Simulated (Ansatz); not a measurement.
Cost and result for the atomization energy of C4H15NSi2 (`CC(C)(C)N([SiH3])[SiH3]`) (22 atoms, 21 bonds).

Z-matrix (Å, degrees):
```
C
C 1 1.527
H 1 1.092 2 110.6
H 1 1.092 2 110.6 3 119.8
H 1 1.093 2 110.9 3 -120.1
C 2 1.525 1 109.6 3 179.3
C 2 1.525 1 109.7 3 60.8
N 2 1.491 1 109.3 3 -59.9
H 6 1.092 2 109.9 1 -60.8
H 6 1.094 2 111.9 1 58.0
H 6 1.092 2 111.0 1 179.3
H 7 1.094 2 111.9 1 -58.0
H 7 1.092 2 109.9 1 60.8
H 7 1.092 2 111.0 1 -179.2
Si 8 1.734 2 119.3 1 86.0
Si 8 1.734 2 119.4 1 -86.2
H 15 1.482 8 107.8 2 -168.2
H 15 1.489 8 113.1 2 72.1
H 15 1.491 8 111.8 2 -48.6
H 16 1.489 8 113.1 2 -71.8
H 16 1.491 8 111.8 2 49.0
H 16 1.482 8 107.8 2 168.5
```

Charge 0, multiplicity 1. The geometry is a stationary point of PBE0-D4/def2-TZVP. Program: Ansatz. All runs use 3 threads of an AMD EPYC 7R13 on a shared host and a share of an NVIDIA H100 80 GB. Times are those of one run each, without the atoms' runs, and a repeat can differ threefold. Electronic energies, without spin–orbit coupling; frozen cores. CCSD(T)/CBS adds CCSD(T) − MP2 in def2-TZVPP to the MP2 limit, and its time is that of the two runs behind it. T1 = 0.010. B3LYP takes the VWN-RPA correlation (the form of Gaussian; ORCA's B3LYP/G).

CCSD(T)/CBS is a level of theory with its own doubt, some kJ/mol a heavy atom from the limit and from the frozen cores, so smaller differences don't rank the functionals.

```
                             level  functions  wall time  atomization (kcal/mol)  difference from CCSD(T)/CBS  per bond
               PBE-QIDH/def2-TZVPP        449        4 s                  1902.4                        -13.2      -0.6
                  CCSD(T)/def2-SVP        181      4.5 s                  1821.6                        -94.0      -4.5
                ωB97X-V/def2-TZVPP        449      4.7 s                  1922.5                          6.9       0.3
  ωB97M-V/def2-TZVPP (with forces)        449      4.8 s                  1920.0                          4.4       0.2
             r2SCANh-D4/def2-TZVPP        449      6.5 s                  1905.9                         -9.7      -0.5
r2SCAN-D4/def2-TZVPP (with forces)        449        7 s                  1911.8                         -3.8      -0.2
                 B97M-V/def2-TZVPP        449        8 s                  1916.9                          1.3       0.1
           CAM-B3LYP-D4/def2-TZVPP        449        8 s                  1924.4                          8.8       0.4
 B3LYP-D4/def2-TZVPP (with forces)        449       10 s                  1916.3                          0.7       0.0
                    MP2/def2-QZVPP        875       11 s                  1906.5                         -9.1      -0.4
   PBE-D4/def2-TZVPP (with forces)        449       13 s                  1927.8                         12.2       0.6
                CCSD(T)/def2-TZVPP        449       21 s                  1871.3                        -44.3      -2.1
                 CCSD(T)/CBS(def2)          –       32 s                  1915.6                          0.0       0.0
```

From BLYP to BHLYP (50 % exact exchange), in def2-TZVPP and without D4, the atomization energy moves by −4.4 kcal/mol: exact exchange takes away binding that semilocal exchange gives to molecules. In def2-TZVPP, CCSD(T) changes the Hartree–Fock value by +438.5 kcal/mol (the triples alone add +21.8 kcal/mol) and MP2 by +447.3 kcal/mol; breaking electron pairs costs correlation energy, which Hartree–Fock lacks. The D4 term adds +24.1 kcal/mol with B3LYP and +13.0 kcal/mol with PBE0; it sums over pairs of atoms, weighted by their polarisabilities, and B3LYP, whose exchange is more repulsive, gets the larger term.
